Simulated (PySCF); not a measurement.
## Working out the ionisation energy of Os

Os [Xe] 4f14 5d6 6s2 (5D) → Os⁺ [Xe] 4f14 5d6 6s1 (6D). Computed with PySCF 2.14 in aug-cc-pwCVTZ-PP with ECP60MDF (8s8p7d4f3g, 122 functions), with scalar relativity through the core potential. Frozen: nothing. Energies in hartree (1 hartree = 27.21139 eV):

```
             part  Os (lower)  Os⁺ (upper)
              UHF  -90.071428   -89.831954
MP2 opposite-spin   -0.361643    -0.306439
    MP2 same-spin   -0.168366    -0.157788
```

Question: What does Hartree-Fock give?

Answer: (-89.831954) − (-90.071428) = 0.239474 hartree = 6.516 eV.

Question: What do MP2 and SCS-MP2 (6/5 opposite-spin, 1/3 same-spin) give?

Answer: The opposite-spin parts differ by 1.502 eV and the same-spin parts by 0.288 eV. MP2: 6.516 + (1.502) + (0.288) = 8.306 eV. SCS-MP2: 6.516 + 1.2 × (1.502) + (0.288)/3 = 8.414 eV.

Measured between the centres of the two terms (NIST): 8.473 eV, so MP2 (valence and next inner shell) is off by -0.167 eV.

What remains against the reference includes basis incompleteness and correlation beyond second order.
